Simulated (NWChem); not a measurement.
Si2H4OClF; SMILES O([SiH2]Cl)[SiH2]F

```xyz
9

Si    -0.0088    -1.7573    -0.5081
F     -0.9170    -2.0804     0.8107
O      0.9957    -0.4708    -0.1722
Si     0.9239     1.1096     0.3548
Cl    -0.9123     1.9340    -0.1687
H     -0.9369    -1.4196    -1.6304
H      0.8658    -2.9355    -0.7833
H      2.0067     1.8753    -0.3342
H      1.0493     1.1604     1.8444
```
Atoms are numbered in this order, from 1.

All runs: NWChem. Pople sets run with spherical d functions. Structure relaxed at the PBE-D3(BJ)/def2-SVP level. Total energies compare along this basis series because the functional is fixed.

```tsv
level	basis functions	energy (Ha)	highest occupied level (eV)	orbital gap (eV)	dipole (D)
CAM-B3LYP/STO-3G	41	-1202.4134	-6.37	12.26	2.55
CAM-B3LYP/3-21G	65	-1210.5201	-10.33	11.75	2.17
CAM-B3LYP/6-31G*	90	-1216.7593	-10.33	11.72	___
CAM-B3LYP/6-31+G*	110	-1216.7782	-10.47	11.01	1.79
CAM-B3LYP/6-311G**	138	-1216.9070	-10.49	11.57	1.86
CAM-B3LYP/6-311++G**	162	-1216.9154	-10.50	11.00	1.81
```

Task: What belongs in the gaps?

Result: 
- CAM-B3LYP/6-31G*, dipole (D): 1.73
